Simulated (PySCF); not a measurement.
Correlation energy of Hg²⁺ (mercury, charge +2)

[Xe] 4f14 5d9 6p1, one real determinant (an excited configuration). Computed with PySCF 2.14 in ANO-RCC-VTZP (8s7p5d3f1g, 84 functions), with the spin-free X2C one-electron Hamiltonian (Gaussian nucleus). Frozen: [Xe] 4f14; 10 electrons correlated.

| level | correlation energy (mhartree) |
| --- | --- |
| CCSD | -265.87 |
| (T) | -8.31 |
| CCSD(T) | -274.18 |

Diagnostics: T1 = 0.0083, D1 = 0.0320, largest double amplitude 0.045.

The real determinant used has ⟨L²⟩ near 8 against 12 for a pure F term, so it mixes terms. Spin-orbit coupling, absent here, splits the open shell strongly.

Cost of the coupled-cluster step: of the order of 6 core-seconds, for 10 correlated electrons.

Iterations:

```
CC2 = 0
CCSD nocc = (np.int64(6), np.int64(4)), nmo = (50, 50)
frozen orbitals [[0, 1, 2, 3, 4, 5, 6, 7, 8, 9, 10, 11, 12, 13, 14, 15, 16, 17, 18, 19, 20, 21, 22, 23, 24, 25, 26, 27, 28, 29, 30, 31, 32, 33], [0, 1, 2, 3, 4, 5, 6, 7, 8, 9, 10, 11, 12, 13, 14, 15, 16, 17, 18, 19, 20, 21, 22, 23, 24, 25, 26, 27, 28, 29, 30, 31, 32, 33]]
max_cycle = 100
direct = 0
conv_tol = 1e-08
conv_tol_normt = 1e-06
diis_space = 8
diis_start_cycle = 0
Init t2, MP2 energy = -0.271878166533051
Init E_corr(UCCSD) = -0.271878166538591
cycle = 1  E_corr(UCCSD) = -0.261895828359701  dE = 0.00998233818  norm(t1,t2) = 0.0369732
cycle = 2  E_corr(UCCSD) = -0.264570217673456  dE = -0.00267438931  norm(t1,t2) = 0.0151044
cycle = 3  E_corr(UCCSD) = -0.265439081215958  dE = -0.000868863543  norm(t1,t2) = 0.00914331
cycle = 4  E_corr(UCCSD) = -0.265705564911643  dE = -0.000266483696  norm(t1,t2) = 0.00456627
cycle = 5  E_corr(UCCSD) = -0.26571811939957  dE = -1.25544879e-05  norm(t1,t2) = 0.00359402
cycle = 6  E_corr(UCCSD) = -0.265847772326217  dE = -0.000129652927  norm(t1,t2) = 0.00241461
cycle = 7  E_corr(UCCSD) = -0.265874487954564  dE = -2.67156283e-05  norm(t1,t2) = 0.00108268
cycle = 8  E_corr(UCCSD) = -0.265877460088282  dE = -2.97213372e-06  norm(t1,t2) = 0.00245153
cycle = 9  E_corr(UCCSD) = -0.265862301773297  dE = 1.5158315e-05  norm(t1,t2) = 0.000480101
cycle = 10  E_corr(UCCSD) = -0.265871712065913  dE = -9.41029262e-06  norm(t1,t2) = 0.000105385
cycle = 11  E_corr(UCCSD) = -0.265870568504695  dE = 1.14356122e-06  norm(t1,t2) = 2.1034e-05
cycle = 12  E_corr(UCCSD) = -0.26587085387976  dE = -2.85375066e-07  norm(t1,t2) = 6.93634e-06
cycle = 13  E_corr(UCCSD) = -0.265870696698216  dE = 1.57181544e-07  norm(t1,t2) = 2.22847e-06
cycle = 14  E_corr(UCCSD) = -0.265870746814154  dE = -5.01159384e-08  norm(t1,t2) = 8.73084e-07
cycle = 15  E_corr(UCCSD) = -0.265870741087916  dE = 5.72623854e-09  norm(t1,t2) = 3.31655e-07
UCCSD converged
E(UCCSD) = -19617.99456068958  E_corr = -0.2658707410879159
UCCSD(T) correction = -0.0083114939816953
```

The reference is one real determinant that mixes LS terms of this configuration.
